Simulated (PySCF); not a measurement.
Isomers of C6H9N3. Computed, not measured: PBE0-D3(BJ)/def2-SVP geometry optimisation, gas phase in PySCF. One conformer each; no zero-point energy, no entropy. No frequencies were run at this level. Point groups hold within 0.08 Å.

Question: Rank from lowest to highest electronic energy at this level (kcal/mol).
A. `[CH2:1]=[CH:2][n:3]1[cH:4][c:5]([CH2:6][CH3:7])[n:8][n:9]1` with C1–C2–N3–C4 0°, C4–C5–C6–C7 119°
B. `[CH2:1]=[CH:2][CH2:3][n:4]1[cH:5][c:6]([CH3:7])[n:8][n:9]1` with C1–C2–C3–N4 -124°, C2–C3–N4–C5 55°
C. `[CH2:1]=[CH:2][n:3]1[c:4]([CH3:5])[n:6][n:7][c:8]1[CH3:9]` with C1–C2–N3–C4 6°

Answer: C (0.0), A (15.4), B (17.3).

Neighbours under 2.5 kcal/mol apart (C=Cn1cc(CC)nn1 and C=CCn1cc(C)nn1) can change places with a better method, another conformer or zero-point energy.

| SMILES | E (Eh) | E rel (kcal/mol) | dipole (D) | point group | A, B, C (MHz) |
| --- | --- | --- | --- | --- | --- |
| C=Cn1c(C)nnc1C | -397.54216 | 0.0 | 5.10 | near Cs | 2286, 1785, 1016 |
| C=Cn1cc(CC)nn1 | -397.51757 | 15.4 | 3.74 | C1 | 4850, 922.4, 817.0 |
| C=CCn1cc(C)nn1 | -397.51452 | 17.3 | 4.44 | C1 | 4192, 940.0, 804.4 |

How do the relative energies change in single points at PBE0/pcSseg-1 (no added dispersion term) on the same geometries?

```
        SMILES  PBE0-D3(BJ)/def2-SVP (kcal/mol)  PBE0/pcSseg-1 (kcal/mol)  shift
C=Cn1c(C)nnc1C                              0.0                       0.0    0.0
C=Cn1cc(CC)nn1                             15.4                      14.7   -0.7
C=CCn1cc(C)nn1                             17.3                      16.1   -1.2
```

Each column counts from its own lowest isomer. The order is unchanged; the largest shift is 1.2 kcal/mol.
